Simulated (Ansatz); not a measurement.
C₃H₅ (SMILES C=C[CH2-]), charge -1, singlet, at a GFN2-xTB geometry (a gas-phase anion, which may not be bound at this level), with bond 8-6 at 2.4 times its length; SC-NEVPT2/cc-pVDZ, CASSCF(4,5) (Ansatz, an electronic-structure program).

The Ansatz input:
Ansatz 0.2 input:
```yaml
crystal:
  periodic: [false, false, false]
  atoms:
    - {symbol: C, position_ang: [1.24912922, -0.00081785, -0.14395728]}
    - {symbol: C, position_ang: [-0.04376143, 0.37678916, 0.12723292]}
    - {symbol: H, position_ang: [1.49612271, -0.99599889, -0.49512334]}
    - {symbol: H, position_ang: [2.08355553, 0.68163225, -0.01861477]}
    - {symbol: H, position_ang: [-0.16401581, 1.41218838, 0.47686311]}
    - {symbol: C, position_ang: [-1.20905778, -0.34420025, 0.02745271]}
    - {symbol: H, position_ang: [-2.17283379, 0.08706025, 0.27818432]}
    - {symbol: H, position_ang: [-1.23697204, -2.81933969, -0.77206435]}
basis:
  gaussian:
    orbitals: cc-pVDZ
total_charge: -1
magnetization: {spin_polarized: false}
correlation: {method: sc_nevpt2, electrons: all, active_space: {window: {electrons: 4, orbitals: 5}}}
```

What the program printed (banner, timings and long lists left out):

```
Functional definition: HF
612 factors; integrals over basis functions are off by at most 1.3e-3 eV
mean field evaluation 1: about -3157.4584 eV, gradient 3.0e1 eV
mean field evaluation 2: about -3157.4601 eV, gradient 3.0e1 eV
mean field evaluation 4: about -3160.1147 eV, gradient 1.5e1 eV
mean field evaluation 8: about -3161.1023 eV, gradient 2.8e-1 eV
mean field evaluation 16: about -3161.7957 eV, gradient 4.4e0 eV
mean field evaluation 32: about -3161.1024 eV, gradient 2.4e-2 eV
mean field evaluation 64: about -3162.2641 eV, gradient 4.9e-1 eV
mean field -3162.26856352 eV, -116.2112262467 hartree, gradient 2.3e-6 eV, S^2 0.000000; 7 other end points of the search recorded, 0 dependent functions left out; unrestricted orbitals would lower it
reference -3162.26856352 eV, -116.2112262467 hartree; 12, 12 occupied and 55, 55 virtual orbitals, 612 factors
state -3164.74256701 eV, -116.3021441982 hartree
state -3164.74256701 eV, -116.3021441982 hartree; corrected -3175.05616803 eV, -116.6811620448 hartree
state -3164.73190965 eV, -116.3017525473 hartree
state -3164.73190965 eV, -116.3017525473 hartree; corrected -3175.02202720 eV, -116.6799073922 hartree
state -3164.74256701 eV, -116.3021441982 hartree; corrected -3175.05616803 eV, -116.6811620448 hartree
the orbitals are reached from a further start. From the first start the search ends at -3164.73190134 eV, -116.3017522417 hartree
Total energy: -3175.05616803 eV, -116.6811620448 hartree
```
